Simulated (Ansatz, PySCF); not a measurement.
Breaking a bond: NaF, singlet.

Levels of theory: UHF/aug-cc-pVDZ (PySCF); RHF/aug-cc-pVDZ (PySCF); UKS-BLYP = unrestricted BLYP/aug-cc-pVDZ in PySCF; RKS-BLYP = restricted BLYP/aug-cc-pVDZ (PySCF 2.14.0); UKS-r2SCAN = unrestricted r2SCAN/aug-cc-pVDZ run with PySCF 2.14.0; RKS-r2SCAN = restricted r2SCAN/aug-cc-pVDZ run with PySCF 2.14.0; UKS-B3LYP = unrestricted B3LYP/aug-cc-pVDZ (PySCF); RKS-B3LYP = restricted B3LYP/aug-cc-pVDZ (PySCF 2.14.0); UKS-PBE = unrestricted PBE/aug-cc-pVDZ in Ansatz (an electronic-structure program); RKS-PBE = restricted PBE/aug-cc-pVDZ run with Ansatz; UKS-B3LYP/6-31G* = unrestricted B3LYP/6-31G*, spherical d run with PySCF 2.14.0; RKS-B3LYP/6-31G* = restricted B3LYP/6-31G*, spherical d (PySCF); UKS-M06-2X/6-31G* = unrestricted M06-2X/6-31G*, spherical d in PySCF 2.14.0; RKS-M06-2X/6-31G* = restricted M06-2X/6-31G*, spherical d run with PySCF 2.14.0; UKS-BP86/6-31G* = unrestricted BP86/6-31G*, spherical d in PySCF; RKS-BP86/6-31G* = restricted BP86/6-31G*, spherical d (PySCF 2.14.0).

Scanned distances (Å): 1.53, 1.62, 1.75, 1.82, 1.85, 1.92, 1.96, 2.02, 2.11, 2.22, 2.38, 2.57, 2.86, 3.18, 3.47, 3.89, 4.27, 4.76, 5.18, 5.73, 6.76, 7.69.

### Question
Where does the unrestricted solution first break spin symmetry (<S²> of 0.01 or more)?

### Answer
UHF: between 3.89 and 4.27 Å; UKS-BLYP: between 3.47 and 3.89 Å; UKS-r2SCAN: between 3.18 and 3.47 Å; UKS-B3LYP: between 3.47 and 3.89 Å; UKS-PBE: between 3.18 and 3.47 Å; UKS-B3LYP/6-31G*: between 2.86 and 3.18 Å; UKS-M06-2X/6-31G*: between 3.47 and 3.89 Å; UKS-BP86/6-31G*: between 2.86 and 3.18 Å.

| R / Å | <S²> UHF | E(RHF) − E(UHF) / kJ/mol | <S²> UKS-BLYP | E(RKS-BLYP) − E(UKS-BLYP) / kJ/mol | <S²> UKS-r2SCAN | E(RKS-r2SCAN) − E(UKS-r2SCAN) / kJ/mol | <S²> UKS-B3LYP | E(RKS-B3LYP) − E(UKS-B3LYP) / kJ/mol | <S²> UKS-PBE | E(RKS-PBE) − E(UKS-PBE) / kJ/mol | <S²> UKS-B3LYP/6-31G* | E(RKS-B3LYP/6-31G*) − E(UKS-B3LYP/6-31G*) / kJ/mol | <S²> UKS-M06-2X/6-31G* | E(RKS-M06-2X/6-31G*) − E(UKS-M06-2X/6-31G*) / kJ/mol | <S²> UKS-BP86/6-31G* | E(RKS-BP86/6-31G*) − E(UKS-BP86/6-31G*) / kJ/mol |
|---|---|---|---|---|---|---|---|---|---|---|---|---|---|---|---|---|
| 1.53 | 0.00 | 0.0 | 0.00 | 0.0 | 0.00 | 0.0 | 0.00 | 0.0 | 0.00 | 0.0 | 0.00 | 0.0 | 0.00 | 0.0 | 0.00 | 0.0 |
| 1.62 | 0.00 | 0.0 | 0.00 | 0.0 | 0.00 | 0.0 | 0.00 | 0.0 | 0.00 | 0.0 | 0.00 | 0.0 | 0.00 | 0.0 | 0.00 | 0.0 |
| 1.75 | 0.00 | 0.0 | 0.00 | 0.0 | 0.00 | 0.0 | 0.00 | 0.0 | 0.00 | 0.0 | 0.00 | 0.0 | 0.00 | 0.0 | 0.00 | 0.0 |
| 1.82 | 0.00 | 0.0 | 0.00 | 0.0 | 0.00 | 0.0 | 0.00 | 0.0 | 0.00 | 0.0 | 0.00 | 0.0 | 0.00 | 0.0 | 0.00 | 0.0 |
| 1.85 | 0.00 | 0.0 | 0.00 | 0.0 | 0.00 | 0.0 | 0.00 | 0.0 | 0.00 | 0.0 | 0.00 | 0.0 | 0.00 | 0.0 | 0.00 | 0.0 |
| 1.92 | 0.00 | 0.0 | 0.00 | 0.0 | 0.00 | 0.0 | 0.00 | 0.0 | 0.00 | 0.0 | 0.00 | 0.0 | 0.00 | 0.0 | 0.00 | 0.0 |
| 1.96 | 0.00 | 0.0 | 0.00 | 0.0 | 0.00 | 0.0 | 0.00 | 0.0 | 0.00 | 0.0 | 0.00 | 0.0 | 0.00 | 0.0 | 0.00 | 0.0 |
| 2.02 | 0.00 | 0.0 | 0.00 | 0.0 | 0.00 | 0.0 | 0.00 | 0.0 | 0.00 | 0.0 | 0.00 | 0.0 | 0.00 | 0.0 | 0.00 | 0.0 |
| 2.11 | 0.00 | 0.0 | 0.00 | 0.0 | 0.00 | 0.0 | 0.00 | 0.0 | 0.00 | 0.0 | 0.00 | 0.0 | 0.00 | 0.0 | 0.00 | 0.0 |
| 2.22 | 0.00 | 0.0 | 0.00 | 0.0 | 0.00 | 0.0 | 0.00 | 0.0 | 0.00 | 0.0 | 0.00 | 0.0 | 0.00 | 0.0 | 0.00 | 0.0 |
| 2.38 | 0.00 | 0.0 | 0.00 | 0.0 | 0.00 | 0.0 | 0.00 | 0.0 | 0.00 | 0.0 | 0.00 | 0.0 | 0.00 | 0.0 | 0.00 | 0.0 |
| 2.57 | 0.00 | 0.0 | 0.00 | 0.0 | 0.00 | 0.0 | 0.00 | 0.0 | 0.00 | 0.0 | 0.00 | 0.0 | 0.00 | 0.0 | 0.00 | 0.0 |
| 2.86 | 0.00 | 0.0 | 0.00 | 0.0 | 0.00 | 0.0 | 0.00 | 0.0 | 0.00 | 0.0 | 0.00 | 0.0 | 0.00 | 0.0 | 0.00 | 0.0 |
| 3.18 | 0.00 | 0.0 | 0.00 | 0.0 | 0.00 | 0.0 | 0.00 | 0.0 | 0.00 | 0.0 | 0.14 | 1.3 | 0.00 | 0.0 | 0.07 | 0.2 |
| 3.47 | 0.00 | 0.0 | 0.00 | 0.0 | 0.01 | 0.0 | 0.00 | 0.0 | 0.04 | 0.1 | 0.31 | 8.2 | 0.00 | 0.0 | 0.23 | 3.2 |
| 3.89 | 0.00 | 0.0 | 0.16 | 1.4 | 0.17 | 3.2 | 0.13 | 1.2 | 0.18 | 2.5 | 0.45 | 21.3 | 0.39 | 6.9 | 0.38 | 10.3 |
| 4.27 | 0.99 | 26.3 | 0.26 | — | 0.26 | 8.0 | 0.24 | 5.2 | 0.26 | 5.7 | 0.53 | 31.9 | 0.57 | 21.9 | 0.46 | 16.8 |
| 4.76 | 1.00 | 60.4 | 0.34 | — | 0.34 | — | 0.33 | 11.3 | 0.34 | 9.9 | 0.59 | 42.9 | 0.66 | 40.0 | 0.53 | 23.5 |
| 5.18 | 1.00 | 84.5 | 0.38 | — | 0.38 | — | 0.38 | 16.1 | 0.38 | 13.0 | 0.62 | 50.5 | 0.72 | 53.5 | 0.57 | 28.1 |
| 5.73 | 1.00 | 110.7 | 0.42 | — | 0.43 | — | 0.43 | 21.6 | 0.42 | 16.2 | 0.65 | 58.4 | 0.77 | 69.0 | 0.60 | 32.8 |
| 6.76 | 1.00 | 148.0 | 0.47 | — | 0.48 | — | 0.48 | 29.5 | 0.47 | 20.4 | 0.69 | 68.6 | 0.85 | 91.2 | 0.63 | 38.1 |
| 7.69 | 1.00 | 173.0 | 0.49 | — | 0.51 | — | 0.52 | 34.7 | 0.49 | 22.8 | 0.71 | 74.2 | 0.89 | 104.7 | 0.65 | 40.6 |

Dashes: no converged value, or the column stops at the first point that the program doubted or that broke a chosen test of continuity, which isn't proof of a fault.
